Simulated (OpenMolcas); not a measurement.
**Levels of Si2+ by method**

- Program: OpenMolcas
- Basis: ANO-RCC [8s7p5d4f2g]
- Scalar Hamiltonian: DKH2, point nucleus
- Active space: 2 electrons in 9 orbitals (RAS2 3s 3p; RAS3 3d, at most 2 electrons)
- State averaging: 2S+1 = 3 even, 3 roots; 2S+1 = 1 even, 7 roots; 2S+1 = 3 odd, 3 roots; 2S+1 = 1 odd, 3 roots
- Spin-orbit coupling: RASSI with atomic mean-field integrals over the reference wave functions, term energies averaged over their components

Methods on the same reference wave functions:
A. RASSCF
B. SS-RASPT2, IPEA 0.25 Eh, imaginary shift 0.1 Eh (closed shells correlated: 2s 2p)
C. MS-RASPT2, IPEA 0.25 Eh, imaginary shift 0.1 Eh (closed shells correlated: 2s 2p)

Energies in cm⁻¹ above 3s² ¹S₀, the measured ground level; measured values from NIST levels in Kelleher and Podobedova, J. Phys. Chem. Ref. Data 37, 1285 (2008).

```
     Level       A       B       C  Measured
   3s² ¹S₀     0.0     0.0     0.0       0.0
3s 3p ³P°₀   50594   52530   52620     52725
3s 3p ³P°₁   50704   52640   52730     52853
3s 3p ³P°₂   50925   52860   52950     53115
3s 3p ¹P°₁   83566   82910   83000     82884
   3p² ¹D₂  119622  122070  122160    122215
```

Deviations, from unrounded energies. A percentage is the sum of absolute deviations over the sum of measured energies, with the sign that they share, or ± where signs differ.

```csv
Against measurement,Levels,A,B,C
mean absolute deviation (cm-1),5,1900,160,110
other configurations (%),5,±2.7,±0.2,±0.2
```

C lies closest to measurement on these levels and A furthest from it. The largest miss of C in the table is 3s 3p ³P°₂, by -160 cm-1. The ranking rests on the paired levels alone, and a cruder setting can come out closer through cancelling errors.

Between B and C the level of the table that moves most is 3p² ¹D₂, by 91 cm-1 (lowest in B, highest in C). Moves below CASPT2's spread within the term are not significant.

The lowest spin-free term lies below A's lowest term by 0.159 hartree in B, 0.159 hartree in C.

CASPT2 does not keep the components of a term degenerate, so their means are used; among the terms shown or strongly mixed into the levels shown the widest spread is 16 cm-1 (3p² ¹D, C). Configurations are named by rounded mean occupations; where the s occupation lies near a half they are strongly mixed, a name can repeat and a true partner stay unpaired. Active for correlation alone: 3d; no level in the range computed is led by a configuration that fills it, so any true level of that kind is missing. Some terms mix strongly with configurations of 3d, whose occupation reaches 0.33 (3p² ¹D). Computed and measured levels are paired by configuration, term and J; levels that our copy of the source lacks, or whose pairing is in doubt (as where it misses far off the trend of its configuration), stay unpaired and out of the deviations. Levels of configurations outside the active space are missing. The table leaves out levels that lie high or whose names do not pair safely across all columns.

° marks odd parity.
